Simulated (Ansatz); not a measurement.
HCl3Si, triplet, geometry from GFN2-xTB (a higher spin typed on purpose: for a closed-shell molecule this is an excited state), with bond 5-1 at 2.4 times its length; CASSCF(4,5)/6-31G (Ansatz, an electronic-structure program).

Ansatz was given this input:
Ansatz 0.2 input:
```yaml
crystal:
  periodic: [false, false, false]
  atoms:
    - {symbol: Si, position_ang: [-0.01373600, 0.00808942, -0.23684390]}
    - {symbol: Cl, position_ang: [-1.34272128, -1.61063559, 0.06206999]}
    - {symbol: Cl, position_ang: [-0.71511459, 1.96663435, 0.14785322]}
    - {symbol: Cl, position_ang: [2.06462698, -0.35999819, -0.09282695]}
    - {symbol: H, position_ang: [0.20368247, -0.11995291, 3.51200926]}
basis:
  gaussian:
    orbitals: 6-31G
hamiltonian:
  xc: hf
correlation: {active_space: {window: {electrons: 4, orbitals: 5}}}
magnetization: {spin_polarized: false, initial_magnetization: 2}
```

Q: Predict the main parts of the log of this Ansatz run.

A: 
```
Functional definition: HF
592 factors; integrals over basis functions are off by at most 2.4e-4 eV
mean field evaluation 1: about -45381.5654 eV, gradient 1.8e1 eV
mean field evaluation 2: about -45381.5715 eV, gradient 1.8e1 eV
mean field evaluation 4: about -45383.6529 eV, gradient 1.7e0 eV
mean field evaluation 8: about -45383.7861 eV, gradient 3.1e-3 eV
mean field -45383.78608458 eV, -1667.8233763733 hartree, gradient 9.9e-6 eV, S^2 2.000000; 0 other end points of the search recorded, 0 dependent functions left out
reference -45383.78608458 eV, -1667.8233763733 hartree; 34, 32 occupied and 20, 22 virtual orbitals, 592 factors
state -45384.14115574 eV, -1667.8364249978 hartree
Total energy: -45384.14115574 eV, -1667.8364249978 hartree
```
